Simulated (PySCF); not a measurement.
Polarisability and C₆ of Tc⁺ (technetium, charge +1)

[Kr] 4d6, high-spin 5D determinant (an excited configuration). All numbers are calculated (PySCF 2.14, the spin-free X2C one-electron Hamiltonian (Gaussian nucleus), in x2c-TZVPPall with one added diffuse shell each of s, p, d, f type (9s7p7d3f1g, 95 functions)). Coupled (time-dependent) response in atomic units; α is the mean over directions.

```tsv
method	mean α (bohr³)	α xx, yy, zz	C₆ (like pair)	S(−4)
UHF	15.90	16.58, 16.58, 14.54	100.6	126.0
PBE	19.29	20.01, 20.01, 17.85	125.1	210.6
PBE0	17.91	18.65, 18.65, 16.43	115.1	170.4
```

S(−4) is the Cauchy moment in α(ω) = α(0) + S(−4) ω² + …

Spin-orbit coupling is absent.

α(iu) at UHF:

| u (hartree) | α(iu) (bohr³) |
| --- | --- |
| 0 | 15.90 |
| 0.0500 | 15.59 |
| 0.100 | 14.81 |
| 0.200 | 12.71 |
| 0.300 | 10.76 |
| 0.500 | 7.957 |
| 0.750 | 5.804 |
| 1.00 | 4.447 |
| 1.50 | 2.862 |
| 2.00 | 1.987 |
| 3.00 | 1.101 |
| 5.00 | 0.4742 |

For an ion, C₆ is the dispersion term alone; charge-induced terms of lower order in 1/R come first.

The components differ because the open shell of this determinant is not spherical; for a pure term their mean is the scalar polarisability.
